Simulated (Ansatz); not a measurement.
Input and output for SiMe2(SiMe3)2 (C₈H₂₄Si₃).

```yaml
crystal:
  periodic: [false, false, false]
  atoms:
    - {symbol: Si, position_ang: [0.885778, 0.001126, 0.472365]}
    - {symbol: C, position_ang: [1.115795, 0.028923, 2.369906]}
    - {symbol: H, position_ang: [0.136080, 0.035127, 2.890046]}
    - {symbol: H, position_ang: [1.676911, 0.931273, 2.691399]}
    - {symbol: H, position_ang: [1.679261, -0.863175, 2.714584]}
    - {symbol: C, position_ang: [2.605875, -0.023251, -0.360381]}
    - {symbol: H, position_ang: [3.197019, 0.872310, -0.076433]}
    - {symbol: H, position_ang: [2.514169, -0.034661, -1.465801]}
    - {symbol: H, position_ang: [3.182593, -0.922207, -0.057598]}
    - {symbol: Si, position_ang: [-0.301584, 1.932748, -0.179031]}
    - {symbol: C, position_ang: [-0.950952, 1.748503, -1.958298]}
    - {symbol: C, position_ang: [-1.773842, 2.195570, 0.996989]}
    - {symbol: C, position_ang: [0.837010, 3.455426, -0.093400]}
    - {symbol: H, position_ang: [-1.464211, 2.676282, -2.288797]}
    - {symbol: H, position_ang: [-1.677845, 0.913762, -2.035104]}
    - {symbol: H, position_ang: [-0.125603, 1.544876, -2.671443]}
    - {symbol: H, position_ang: [-2.457081, 1.321730, 0.990532]}
    - {symbol: H, position_ang: [-1.426802, 2.345295, 2.040263]}
    - {symbol: H, position_ang: [-2.361106, 3.091062, 0.702392]}
    - {symbol: H, position_ang: [1.233930, 3.602022, 0.932439]}
    - {symbol: H, position_ang: [1.702636, 3.348307, -0.779090]}
    - {symbol: H, position_ang: [0.287755, 4.377378, -0.380267]}
    - {symbol: Si, position_ang: [-0.308457, -1.933858, -0.154438]}
    - {symbol: C, position_ang: [-2.141488, -1.766525, 0.328761]}
    - {symbol: C, position_ang: [-0.178771, -2.178512, -2.036419]}
    - {symbol: C, position_ang: [0.421974, -3.460168, 0.716695]}
    - {symbol: H, position_ang: [-2.701770, -2.693442, 0.083063]}
    - {symbol: H, position_ang: [-2.623338, -0.926032, -0.212164]}
    - {symbol: H, position_ang: [-2.256196, -1.578549, 1.416317]}
    - {symbol: H, position_ang: [-0.586804, -1.306529, -2.586969]}
    - {symbol: H, position_ang: [0.877834, -2.310841, -2.348183]}
    - {symbol: H, position_ang: [-0.742504, -3.079984, -2.357494]}
    - {symbol: H, position_ang: [1.490250, -3.599514, 0.451208]}
    - {symbol: H, position_ang: [0.357246, -3.361987, 1.819972]}
    - {symbol: H, position_ang: [-0.123773, -4.382491, 0.424359]}
basis:
  gaussian: {orbitals: def2-mTZVP}
hamiltonian: {xc: {name: HSE06}, pseudopotentials: {relativity: scalar}}
scf: {lower_state_search: full}
output: {forces: true}
```

```sh
$ ansatz run in.yaml --threads 4 --pin off --events-out ev --progress --plain --max-ram 6963MiB
```

It prints (some lines left out):

```
Functional definition: HSE06
2815 factors; integrals over basis functions are off by at most 1.1e-3 eV
262 factors; integrals over basis functions are off by at most 2.1e-7 eV
mean field evaluation 1: about -32314.3138 eV, gradient 1.3e2 eV
mean field evaluation 2: about -32314.6747 eV, gradient 1.3e2 eV
mean field evaluation 4: about -32351.2654 eV, gradient 1.0e1 eV
mean field evaluation 8: about -32351.6081 eV, gradient 1.0e0 eV
mean field evaluation 16: about -32351.6108 eV, gradient 3.6e-4 eV
mean field -32351.61075771 eV, -1188.8997666366 hartree, gradient 1.6e-5 eV, S^2 0.000000; 0 other end points of the search recorded, 0 dependent functions left out
reference -32351.61083440 eV, -1188.8997694547 hartree; 57, 57 occupied and 233, 233 virtual orbitals, 2815 factors
Total energy: -32351.61083440 eV, -1188.8997694547 hartree
Relativity: scalar
Atom 0 at     0.885778     0.001126     0.472365 Å, force     0.169278     0.002121     0.113688 eV/Å
Atom 1 at     1.115795     0.028923     2.369906 Å, force     0.050629    -0.002624     0.236439 eV/Å
Atom 2 at     0.136080     0.035127     2.890046 Å, force     0.483832    -0.002861    -0.208230 eV/Å
Atom 3 at     1.676911     0.931273     2.691399 Å, force    -0.267603    -0.444151    -0.115588 eV/Å
Atom 4 at     1.679261    -0.863175     2.714584 Å, force    -0.268019     0.442687    -0.127111 eV/Å
Atom 5 at     2.605875    -0.023251    -0.360381 Å, force     0.220952     0.000888    -0.093413 eV/Å
Atom 6 at     3.197019     0.872310    -0.076433 Å, force    -0.252713    -0.443974    -0.154940 eV/Å
Atom 7 at     2.514169    -0.034661    -1.465801 Å, force     0.087691     0.005664     0.520013 eV/Å
Atom 8 at     3.182593    -0.922207    -0.057598 Å, force    -0.244024     0.442479    -0.165938 eV/Å
Atom 9 at    -0.301584     1.932748    -0.179031 Å, force    -0.077319     0.167970    -0.044722 eV/Å
Atom 10 at    -0.950952     1.748503    -1.958298 Å, force    -0.087936     0.006404    -0.212023 eV/Å
Atom 11 at    -1.773842     2.195570     0.996989 Å, force    -0.174425     0.051504     0.134637 eV/Å
Atom 12 at     0.837010     3.455426    -0.093400 Å, force     0.120809     0.194353     0.002562 eV/Å
Atom 13 at    -1.464211     2.676282    -2.288797 Å, force     0.234691    -0.452247     0.121878 eV/Å
Atom 14 at    -1.677845     0.913762    -2.035104 Å, force     0.333160     0.415231    -0.000000 eV/Å
Atom 15 at    -0.125603     1.544876    -2.671443 Å, force    -0.413121     0.104385     0.308800 eV/Å
Atom 16 at    -2.457081     1.321730     0.990532 Å, force     0.299694     0.444598     0.025710 eV/Å
Atom 17 at    -1.426802     2.345295     2.040263 Å, force    -0.199500    -0.061100    -0.484622 eV/Å
Atom 18 at    -2.361106     3.091062     0.702392 Å, force     0.253826    -0.429381     0.167286 eV/Å
Atom 19 at     1.233930     3.602022     0.932439 Å, force    -0.172725    -0.034984    -0.495900 eV/Å
Atom 20 at     1.702636     3.348307    -0.779090 Å, force    -0.399717     0.083736     0.331277 eV/Å
Atom 21 at     0.287755     4.377378    -0.380267 Å, force     0.291180    -0.414590     0.143467 eV/Å
Atom 22 at    -0.308457    -1.933858    -0.154438 Å, force    -0.074116    -0.170647    -0.052357 eV/Å
Atom 23 at    -2.141488    -1.766525     0.328761 Å, force    -0.221855     0.001009     0.050954 eV/Å
Atom 24 at    -0.178771    -2.178512    -2.036419 Å, force     0.008090    -0.058491    -0.223536 eV/Å
Atom 25 at     0.421974    -3.460168     0.716695 Å, force     0.071055    -0.192362     0.100223 eV/Å
Atom 26 at    -2.701770    -2.693442     0.083063 Å, force     0.235435     0.451901     0.129736 eV/Å
Atom 27 at    -2.623338    -0.926032    -0.212164 Å, force     0.191993    -0.419107     0.268350 eV/Å
Atom 28 at    -2.256196    -1.578549     1.416317 Å, force     0.014480    -0.097627    -0.516402 eV/Å
Atom 29 at    -0.586804    -1.306529    -2.586969 Å, force     0.198729    -0.440923     0.227265 eV/Å
Atom 30 at     0.877834    -2.310841    -2.348183 Å, force    -0.509137     0.053277     0.113791 eV/Å
Atom 31 at    -0.742504    -3.079984    -2.357494 Å, force     0.274598     0.431585     0.114077 eV/Å
Atom 32 at     1.490250    -3.599514     0.451208 Å, force    -0.501407     0.031343     0.144198 eV/Å
Atom 33 at     0.357246    -3.361987     1.819972 Å, force     0.041963    -0.081957    -0.519238 eV/Å
Atom 34 at    -0.123773    -4.382491     0.424359 Å, force     0.281534     0.415890     0.159668 eV/Å
Dipole moment:     0.004867     0.000653     0.001066 e Å
```

It took 8.5 s on 4 threads of AMD EPYC 9B45 on a shared host, peak host memory 1.6 GiB.

HSE06 is defined as in plane-wave codes, on full-range PBE exchange.
